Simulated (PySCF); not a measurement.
**A survey of 29Si NMR shifts**

- GFN2-xTB geometry
- σ from GIAO-PBE0/pcSseg-1
- run in PySCF 2.14
- no solvent model, averaged over atoms made equivalent by symmetry, fast rotation or ring inversion, one computed conformer, non-relativistic

Shieldings were converted by a linear fit to measured shifts: 29Si: δ = 279.94 − 0.822σ (rms 8.9 ppm, 72 shifts, 25.8 ppm with the 6 outliers that the fit left out vs TMS, solution or neat liquid). A few per cent of atoms miss by over 2 rms, more outside the fitted compound classes.

Question: Give the 29Si shifts of `CSCS[SiH2][SiH2][SiH3]`, `C=C(C)C1=C[Si@H](N[SiH3])C=C1`, `C[SiH2]NC(C)C`, `C#C[Si@@](N)(CC)[SiH2]C#CC`, `C=CCC1=C[Si@@H](N[SiH3])C=C1`, `C[Si@@](N)([SiH3])c1ccccc1`.

Answer: 
| compound | environment | δ (ppm) |
| --- | --- | --- |
| [CH3:1][S:2][CH2:3][S:4][SiH2:5][SiH2:6][SiH3:7] | Si5: silicon bonded to S, Si, 2 H | -53.4 |
| [CH3:1][S:2][CH2:3][S:4][SiH2:5][SiH2:6][SiH3:7] | Si7: silicon bonded to Si, 3 H | -103.2 |
| [CH3:1][S:2][CH2:3][S:4][SiH2:5][SiH2:6][SiH3:7] | Si6: silicon bonded to 2 Si, 2 H | -115.6 |
| [CH2:1]=[C:2]([CH3:3])[C:4]1=[CH:5][Si@H:6]([NH:7][SiH3:8])[CH:9]=[CH:10]1 | Si6: silicon bonded to 2 C, N, H, in a 5-membered ring | -19.3 |
| [CH2:1]=[C:2]([CH3:3])[C:4]1=[CH:5][Si@H:6]([NH:7][SiH3:8])[CH:9]=[CH:10]1 | Si8: silicon bonded to N, 3 H | -52.0 |
| C[SiH2]NC(C)C | silicon bonded to C, N, 2 H | -39.5 |
| [CH:1]#[C:2][Si@@:3]([NH2:4])([CH2:5][CH3:6])[SiH2:7][C:8]#[C:9][CH3:10] | Si3: silicon bonded to 2 C, N, Si | -34.8 |
| [CH:1]#[C:2][Si@@:3]([NH2:4])([CH2:5][CH3:6])[SiH2:7][C:8]#[C:9][CH3:10] | Si7: silicon bonded to C, Si, 2 H | -90.7 |
| [CH2:1]=[CH:2][CH2:3][C:4]1=[CH:5][Si@@H:6]([NH:7][SiH3:8])[CH:9]=[CH:10]1 | Si6: silicon bonded to 2 C, N, H, in a 5-membered ring | -19.0 |
| [CH2:1]=[CH:2][CH2:3][C:4]1=[CH:5][Si@@H:6]([NH:7][SiH3:8])[CH:9]=[CH:10]1 | Si8: silicon bonded to N, 3 H | -51.9 |
| [CH3:1][Si@@:2]([NH2:3])([SiH3:4])[c:5]1[cH:6][cH:7][cH:8][cH:9][cH:10]1 | Si2: silicon bonded to 2 C, N, Si | -17.0 |
| [CH3:1][Si@@:2]([NH2:3])([SiH3:4])[c:5]1[cH:6][cH:7][cH:8][cH:9][cH:10]1 | Si4: silicon bonded to Si, 3 H | -104.4 |

Question: Order these by 29Si shift, lowest first.
A. FC(F)(F)[Si@@H]1CC[C@@H](Cl)C1
B. C/C=C(/Cl)C[SiH2]C(F)(F)F
C. F[SiH2][C@]1(C(F)F)C[C@@H](Cl)C1
D. O=C1CC=C(F)[SiH2]1
E. C/C=C(/CCl)[SiH2]C(F)(F)F

Answer: D (-82.8 ppm, silicon bonded to 2 C, 2 H, in a 5-membered ring), E (-51.9 ppm, silicon bonded to 2 C, 2 H), B (-42.7 ppm, silicon bonded to 2 C, 2 H), A (-11.2 ppm, silicon bonded to 3 C, H, in a 5-membered ring), C (-0.9 ppm, silicon bonded to C, F, 2 H).
